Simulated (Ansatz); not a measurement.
Total energies of the cluster Ir2O2⁺ from Ansatz at PBE-D4/def2-TZVP, gas phase (1 Eh = 27.2114 eV = 2625.5 kJ/mol). The reference geometry is relaxed at PBE-D4/def2-TZVP.

```csv
atom,x (Å),y (Å),z (Å)
Ir1,1.167,0.521,1.252
Ir2,-0.333,-0.364,-0.288
O3,-1.183,-1.652,-0.905
O4,0.349,1.495,-0.059
```

| state | geometry | energy (Eh) |
| --- | --- | --- |
| charge 1 doublet | reference | -358.81942 |
| charge 0 triplet | reference | -359.13876 |
| charge 1 quartet | relaxed at PBE-D4/def2-TZVP | -358.81851 |

In the def2 sets Ir takes a core potential; there is no spin–orbit coupling.

Problem. Work out the vertical electron affinity, to the triplet.

Solution. E(charge 1 doublet) − E(charge 0 triplet) = -358.81942 − (-359.13876) = 0.31934 Eh = 8.69 eV.

Problem. Which of the charge 1 states is lowest, and how far above it are the others?

Solution. The doublet, but by less than the method's error, so the order isn't settled. quartet: -358.81851 − (-358.81942) = 0.00091 Eh = 2.4 kJ/mol.

At PBE-D4/def2-TZVP the charge 1 doublet is spin-contaminated (final ⟨S²⟩ up to 1.01, 0.75 for a pure state). 

The structure comes from a short search, and lower isomers may exist.
